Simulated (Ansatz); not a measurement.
Mulliken charges of CdFH2N (`[NH2][Cd][F]`) from PBE/def2-TZVPP in Ansatz (PBE0-D4/def2-TZVP geometry).

```json
{"atom": "N1", "x (Å)": "0.951", "y (Å)": "-0.432", "z (Å)": "-0.133", "charge (e)": "-0.527"}
{"atom": "Cd2", "x (Å)": "-0.715", "y (Å)": "0.657", "z (Å)": "0.040", "charge (e)": "0.738"}
{"atom": "F3", "x (Å)": "-2.241", "y (Å)": "1.840", "z (Å)": "0.166", "charge (e)": "-0.507"}
{"atom": "H4", "x (Å)": "1.174", "y (Å)": "-0.893", "z (Å)": "0.743", "charge (e)": "0.149"}
{"atom": "H5", "x (Å)": "0.830", "y (Å)": "-1.172", "z (Å)": "-0.817", "charge (e)": "0.149"}
```

Task: By hand: the dipole of these point charges (1 e Å = 4.8032 D).

Result: Σ q r = (0.406, -0.528, 0.004) e Å, of length 0.666 e Å = 3.20 D.

Task: How does the dipole of the full density compare? (Estimate.)

Result: The calculation gave: (0.306, -0.510, 0.024) e Å, 2.86 D; the point charges give 1.12 times that, at 7° from its direction.

Point charges leave out the atoms' own dipoles, such as those of lone pairs, and Mulliken's split depends on the basis, so the close match here is no proof of good charges.
